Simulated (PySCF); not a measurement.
**Krypton: a sound run and one with changed settings**

Sound run: Kr⁺ [Ar] 3d10 4s2 4p5, Kr²⁺ [Ar] 3d10 4s2 4p4. All numbers are calculated (PySCF 2.14, no relativity, point nucleus, in pcseg-2). The sound run starts from symmetry-adapted Hartree-Fock orbitals and uses a fine grid where one is needed.

A second run was set up differently.

| species | method | sound run (hartree) | changed run (hartree) | converged |
| --- | --- | --- | --- | --- |
| Kr⁺ | UHF | -2751.54303 | -2751.54303 | yes |
| Kr⁺ | M06-L | -2753.17485 | -2753.13501 | yes |
| Kr⁺ | r2SCAN | -2753.26382 | -2753.27739 | yes |
| Kr²⁺ | UHF | -2750.68844 | -2750.68844 | yes |
| Kr²⁺ | M06-L | -2752.28771 | -2752.24023 | yes |
| Kr²⁺ | r2SCAN | -2752.36522 | -2752.37834 | yes |

Ionisation energy of Kr⁺:

```
method  sound run (eV)  changed run (eV)
   UHF          23.255            23.255
 M06-L          24.140            24.348
r2SCAN          24.452            24.464
```

Question: What was changed?
A. basis contracted for another Hamiltonian
B. all electrons correlated in a valence basis
C. minimal basis
D. radial grid too coarse

Answer: D. It used radial step 0.3 in ln r (0.13 in the sound run). A coarse radial grid mis-integrates the density and the exchange-correlation energy, with errors of either sign; Hartree-Fock needs no grid.
